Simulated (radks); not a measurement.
Q: The mean radii <r> (bohr) of the occupied orbitals of an atom or ion are listed with their occupations. All-electron calculation, non-relativistic Kohn-Sham, PBE, spin-polarised, spherical densities, point nucleus. Program: a radial shooting solver on a logarithmic mesh with Libxc functionals.

orbital  occ.      <r>
1s up       1  0.02660
1s down     1  0.02659
2s up       1   0.1105
2s down     1   0.1107
2p up       3  0.09344
2p down     1  0.09365

Name the element and its charge. Open shells, if any, are filled with parallel spins first.

A: Z = 57, lanthanum, charge +49: La49+ in [He] 2s2 2p4. The 1s radius gives Z: for a bare nucleus <r> = 1.5/Z, 0.02632 bohr for Z = 57, and screening makes it slightly larger (0.02660 here). The occupations add up to 8, and the charge is Z minus that.
